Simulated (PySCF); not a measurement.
Relaxation of singlet BrH₇

All numbers come from PBE0/[Br def2-TZVP, H def2-TZVP], no relativity, density fitting, PySCF. A (50,194) grid was used.

A hand-made capped octahedral start, of C3v symmetry, held to at least that symmetry:

Coordinates in bohr (charge 0 multiplicity 1):
```
Br    0.0000    0.0000    0.0049
H     0.0002    0.0000    2.7639
H     2.6650    0.0000    0.7189
H    -1.3325    2.3079    0.7191
H    -1.3324   -2.3080    0.7191
H     1.0566    1.8304   -1.7687
H    -2.1136    0.0000   -1.7685
H     1.0567   -1.8303   -1.7687
```

(1) What does it relax to?

(2) How much energy is released, and in how many steps?

Results:

(1) It ends at C3v with Br–H 1.565 Å (×3), Br–H 1.832 Å (×3); H–Br–H 60.9° (×3), H–Br–H 79.4° (×3), H–Br–H 109.4° (×6), H–Br–H 168.3° (×3) (after a last refinement on a finer grid). The molecule has come apart into BrH₆ + H. A frequency run shows 2 imaginary modes (one degenerate set), down to 1523i cm⁻¹, so it is a higher-order saddle point.

(2) 530.5 kJ/mol in 15 steps.

The relaxation took roughly 60 core-seconds on a shared host.
